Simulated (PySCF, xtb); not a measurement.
cyclohexanone cation (C₆H₁₀O), SMILES O=C1CCCCC1 (connectivity only; charge and spin as stated), charge +1, multiplicity 2. Other conformers were not sampled.

Harmonic wavenumbers (cm⁻¹) from xtb with GFN2-xTB at its own minimum, in rising order: 54, 189, 306, 375, 408, 431, 486, 631, 748, 771, 836, 873, 895, 902, 906, 948, 1023, 1033, 1061, 1071, 1116, 1137, 1169, 1197, 1239, 1249, 1282, 1284, 1309, 1373, 1377, 1396, 1405, 1463, 1854, 2895, 2902, 2958, 2963, 2978, 2978, 2988, 2989, 3017, 3035.

Question: What does B3LYP-D3(BJ)/def2-SVP (PySCF 2.14.0) give at its own minimum? (Estimate from the structure and the level; the computed values follow.)

Answer: 88, 187, 303, 364, 374, 430, 478, 603, 673, 738, 790, 823, 863, 901, 921, 940, 1001, 1055, 1072, 1078, 1107, 1178, 1206, 1257, 1287, 1296, 1347, 1365, 1381, 1404, 1412, 1417, 1427, 1466, 1770, 3003, 3010, 3035, 3040, 3051, 3084, 3088, 3128, 3158, 3158. Paired by order, the mean absolute difference is 48 cm⁻¹ and the zero-point energies are 90.8 and 92.6 kcal/mol.
